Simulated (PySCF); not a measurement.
Potential energy of LiCa⁺ along the bond

Set-up: PySCF, no relativity, basis sets Li 3-21G, Ca 3-21G. Energies in eV from Li⁺ + Ca in their ground configurations at the same level. All curves are PBE0. state 1: ¹Σ⁺ (singlet), closed shell; state 2: ³Σ⁺ (triplet), unpaired electrons σ ↑↑, a second solution, started from another occupation.

```
R (Å)  state 1  state 2
2.870   -1.043   0.7310
3.003   -1.147   0.5226
3.137   -1.208   0.3603
3.237   -1.230   0.2639
3.337   -1.237   0.1859
3.437   -1.231   0.1236
3.571   -1.207   0.0612
3.737   -1.160   0.0102
3.938   -1.086  -0.0210
4.205   -0.973  -0.0271
```

Task: Put a parabola through the three lowest points of the state 1 curve and estimate Re, k and ωe (reduced mass 5.968 u; 1 eV/Å² = 0.16022 mdyn/Å; ωe = 1302.8·√(k/μ) cm⁻¹).

Result: Through R = 3.237, 3.337, 3.437 Å the second-order coefficient is 0.650 eV/Å², so Re ≈ 3.341 Å, k ≈ 0.208 mdyn/Å and ωe ≈ 243 cm⁻¹. A polynomial fit of higher order to the unrounded PBE0 energies gives Re = 3.336 Å, k = 0.204 mdyn/Å, ωe = 241 cm⁻¹; anharmonicity and rounding make the difference.

The higher-order fit for each curve: state 1: Re = 3.336 Å, ωe = 241 cm⁻¹, De = 1.24 eV; state 2: Re = 4.117 Å, ωe = 138 cm⁻¹, minimum 0.029 eV below the ground-state fragments.

Closed-shell solutions of metal pairs were not tested for spin polarisation, which can lower them a little. For an ion De counts to the pair picked by the measured ionisation energies or electron affinities, which need not be the lowest pair at this level. 3-21G is very small, so such numbers show the basis as much as the molecule.
